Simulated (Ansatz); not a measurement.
Sn6S12, 18 atoms. Hardware: 2 threads of AMD EPYC 7R13 on a shared host and a share (18 GiB) of an NVIDIA H100 80GB HBM3.

In the def2 sets Sn takes a core potential; there is no spin–orbit coupling. Correlated methods freeze 84 core orbitals; core or outer-core shells of Sn are correlated, in sets that lack core-valence functions. Single mean-field runs in def2-TZVP are fitted with def2-universal-jkfit.

(1) How many basis functions does each of these Ansatz runs have, and roughly what does it cost? PBE-D4/def2-TZVP, charge 0 singlet, energy and forces, from earlier orbitals; PBE0-D4/def2-SVP, charge 0 singlet, energy, from earlier orbitals; MP2/def2-SVP, charge 0 singlet, energy, from earlier orbitals; r2SCAN-D4/def2-TZVP, charge 0 singlet, energy, from earlier orbitals; RPA@PBE/def2-SVP, charge 0 singlet, energy, from earlier orbitals; PBE-D4/def2-SVP, charge 0 singlet, relaxation, 14 steps; PBE0-D4/def2-TZVP, charge 0 singlet, energy, from earlier orbitals; BLYP-D4/def2-TZVP, charge 0 singlet, energy, from earlier orbitals; PBE-D4/def2-SVP, charge 0 singlet, energy, from earlier orbitals.

## Answers

(1) Other jobs shared the machine, so times can vary by a factor of up to 3.

| run | functions | fitting or Cholesky vectors | wall time | peak host memory (GiB) |
| --- | --- | --- | --- | --- |
| PBE-D4/def2-SVP, charge 0 singlet, energy, from earlier orbitals | 372 | 4206 | 4.1 s | 1 |
| MP2/def2-SVP, charge 0 singlet, energy, from earlier orbitals | 372 | 3967 | 4.6 s | 1.1 |
| PBE0-D4/def2-SVP, charge 0 singlet, energy, from earlier orbitals | 372 | 3967 | 4.9 s | 1.1 |
| BLYP-D4/def2-TZVP, charge 0 singlet, energy, from earlier orbitals | 744 | 2844 | 6 s | 1.1 |
| PBE-D4/def2-TZVP, charge 0 singlet, energy and forces, from earlier orbitals | 744 | 2844 | 6 s | 1.2 |
| r2SCAN-D4/def2-TZVP, charge 0 singlet, energy, from earlier orbitals | 744 | 2844 | 6 s | 1.2 |
| RPA@PBE/def2-SVP, charge 0 singlet, energy, from earlier orbitals | 372 | 3967 | 8.5 s | 2.2 |
| PBE0-D4/def2-TZVP, charge 0 singlet, energy, from earlier orbitals | 744 | 2844 | 9 s | 1.1 |
| PBE-D4/def2-SVP, charge 0 singlet, relaxation, 14 steps | 372 | 4206 | 43 s | 1.1 |
